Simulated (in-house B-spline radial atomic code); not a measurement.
## TDHF excitations of P IV (P3+)

Method: TDHF. Computed with a B-spline radial code for spherical atoms: linear response of the closed shell [Ne] 3s2 with bare exchange (time-dependent Hartree-Fock); non-relativistic, point nucleus, no spin-orbit coupling, no double excitations, S, P, D and F terms only.

Command:
```bash
python run_td.py task.json out
```
Settings (radii: box in bohr, nucleus in fm):
```
Z                        15
electrons                12
configuration            [Ne] 3s2
hamiltonian              nr
method                   hf
box_radius               23.08
intervals                52
```

Cost of the run: 0.1 s on 1 thread of Intel(R) Xeon(R) 6975P-C (Granite Rapids), on a shared host.

The lowest states, in the order of their Tamm-Dancoff energies; the method's threshold (minus the highest occupied level) is 49.88 eV. Labels give the largest channel, * marks a mixed state, and oscillator strengths are full-response dipole values. Energies in eV:

```
     state  full response  Tamm-Dancoff  oscillator strength
3s → 3p 3P          6.339         7.103                    -
3s → 3p 1P         12.663        13.095                  1.5
3s → 3d 3D         22.152        22.197                    -
3s → 3d 1D         24.407        24.443                    -
3s → 4s 3S         26.834        26.853                    -
3s → 4s 1S         28.069        28.089                    -
3s → 4p 3P              ?             ?                    -
3s → 4p 1P          31.05         31.09               0.0533
3s → 4d 3D          35.01         35.02                    -
3s → 4d 1D              ?             ?                    -
```

Question: Where does 3s → 4p 3P lie?

Answer: At 30.48 eV in full response, 30.50 eV in Tamm-Dancoff.

Question: Where does 3s → 4d 1D lie?

Answer: At 35.43 eV in full response, 35.43 eV in Tamm-Dancoff.

Question: How large is the singlet-triplet splitting of 3s → 3p (P terms) in Tamm-Dancoff?

Answer: 5.99 eV, from the unrounded values.

Question: What polarisabilities and dispersion coefficient does the method give?

Answer: Dipole 7.164 bohr³, quadrupole 13.6 bohr⁵, C6 18.76 hartree·bohr⁶ for two such species.
